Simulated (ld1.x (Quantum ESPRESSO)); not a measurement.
aluminium (Al): TM pseudisation with PBE, scalar-relativistic reference atom.

| Item | Value |
| --- | --- |
| Element | Al |
| Generator | ld1.x (Quantum ESPRESSO) 7.5 |
| Type | norm-conserving Troullier–Martins (Kleinman–Bylander form) |
| Functional | PBE |
| Relativity | scalar-relativistic |
| Frozen core | [Ne] |
| Valence charge | 3 |
| Reference configuration | 3s1.5 3p1.5 |
| Partial waves | 3s (bound): rc 1.90 bohr; 3p (bound): rc 2.05 bohr; 3d channel at 0.05 Ry: rc 1.75 bohr |
| Local potential | all-electron potential smoothed inside 1.65 bohr (lloc = -1) |
| Core correction | none |

Poles of the logarithmic derivatives, all-electron (AE) and pseudo (PS). s: poles at 1.7 (AE) and 1.5, 5.0 (PS) Ry. p: poles at 2.5 (AE) and 2.3 (PS) Ry. d: poles at 3.1 (AE) and 3.2 (PS) Ry. Test radius 2.26 bohr.

- Cutoffs needed: 10 Ry and 25 Ry (the cutoffs (Ry, on a coarse ladder) from which the occupation-weighted sum of valence levels, in a spherical-Bessel basis at the reference potential, stays within 10 and 1 mRy of its value at 400 Ry)
- Ghost test: no extra level below or beside the all-electron valence levels (s, p, d, f tested) (spherical-Bessel basis up to 400 Ry, 20 bohr box)
- Largest excitation error: +19 meV (all-electron minus pseudo) for 3s0 3p3, out of 7 test configurations
